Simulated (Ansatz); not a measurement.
Geometry optimisation, Ansatz 0.2.0, UKS PBE0-D4/def2-SVP.

The input (input.yaml):

```yaml
crystal:
  periodic: [false, false, false]
  atoms:
    - { symbol: Hf, position_ang: [0.026098, 0.001648, -0.606532] }
    - { symbol: F, position_ang: [0.204682, 0.003347, 2.566851] }
    - { symbol: "N", position_ang: [2.006188, 0.000621, -0.906874] }
    - { symbol: H, position_ang: [2.600944, -0.824559, -0.955597] }
    - { symbol: H, position_ang: [2.596883, 0.826689, -0.995543] }
    - { symbol: Cl, position_ang: [-0.998394, 2.117523, -0.373629] }
    - { symbol: Cl, position_ang: [-1.000008, -2.113524, -0.372059] }
    - { symbol: H, position_ang: [-0.558594, -0.011745, 3.084282] }
magnetization:
  spin_polarized: true
  initial_magnetization: 1
basis:
  gaussian: { orbitals: def2-SVP }
hamiltonian:
  xc: pbe0
  dispersion: d4
relax:
  f_tol: 0.03
  max_steps: 50
```

Run as:

```bash
$ ansatz run input.yaml --threads 4 --pin off --max-ram 5120MiB --backend cpu --events-out ev --progress --plain --runs-dir out
```

Where does it end, and by what steps?

It converged. After 32 steps the energy has fallen by 0.394 eV; Cl6 moved furthest, 1.20 Å. Joined: Hf1–F2 (3.18 → 2.41 Å).

| step | energy less start (eV) | largest force component (eV/Å) | accepted |
| --- | --- | --- | --- |
| 0 | 0.0000 | 0.123 | yes |
| 2 | 0.0189 | 0.799 | no |
| 4 | -0.0254 | 0.208 | yes |
| 6 | -0.0801 | 0.635 | yes |
| 8 | -0.1894 | 0.307 | yes |
| 10 | -0.2135 | 0.299 | yes |
| 12 | -0.2274 | 0.063 | yes |
| 14 | -0.2277 | 0.051 | yes |
| 16 | -0.2314 | 0.044 | yes |
| 18 | -0.2199 | 1.637 | no |
| 20 | -0.2600 | 0.469 | yes |
| 22 | -0.3261 | 0.225 | yes |
| 24 | -0.3383 | 0.250 | yes |
| 26 | -0.3710 | 0.404 | yes |
| 28 | -0.3858 | 0.228 | yes |
| 30 | -0.3874 | 0.152 | no |
| 32 | -0.3944 | 0.020 | yes |

```xyz
8
Properties=species:S:1:pos:R:3
Hf 0.390 -0.234 0.173
F -0.755 -0.172 2.291
N 1.902 -0.001 -1.113
H 2.394 -0.753 -1.593
H 2.353 0.882 -1.348
Cl -0.360 2.047 0.640
Cl -0.146 -2.533 0.153
H -0.900 0.766 2.238
```

Whether the end is a true minimum wasn't checked by a vibrational analysis.

Run time: 68 s on 4 threads of Intel(R) Xeon(R) 6975P-C (Granite Rapids), with other jobs on the host, peak memory 0.4 GiB.
